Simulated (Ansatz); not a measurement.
Molecule: CH$_{3}$Si (charge 0, doublet). It need not be the lowest isomer of its formula. 
Geometry from a B3LYP-D3(BJ)/def2-TZVP (Ansatz, a program for electronic structure) optimisation:
SMILES: C[Si]
```xyz
5

C     -1.1030     0.0446     0.0262
Si     0.7938    -0.0232    -0.0072
H     -1.4093    -0.5919    -0.8203
H     -1.5274     1.0350    -0.1585
H     -1.5592    -0.3861     0.9215
```
Charge 0, spin multiplicity 2.

Basis-set convergence of Hartree-Fock and MP2 correlation energies (hartree) with Ansatz. Cores are frozen in the correlated levels unless marked. UHF or UKS for open shells. Spin-orbit coupling is left out. No relativistic terms.

```
basis        functions       E(HF)  E(corr, MP2)
-----------  ---------  ----------  ------------
cc-pV(D+d)Z         52  -328.47860      -0.20959
cc-pV(T+d)Z        111  -328.50079      -0.25743
cc-pV(Q+d)Z        209  -328.50575      -0.27403
```

Extrapolating the two largest sets (X = 3 and 4) as X^-3: E(corr) = (64·(-0.27403) - 27·(-0.25743))/37 = -0.2861 Eh, an estimate of the basis-set limit. The largest set recovers 95.8 % of it, the smallest 73.2 %.
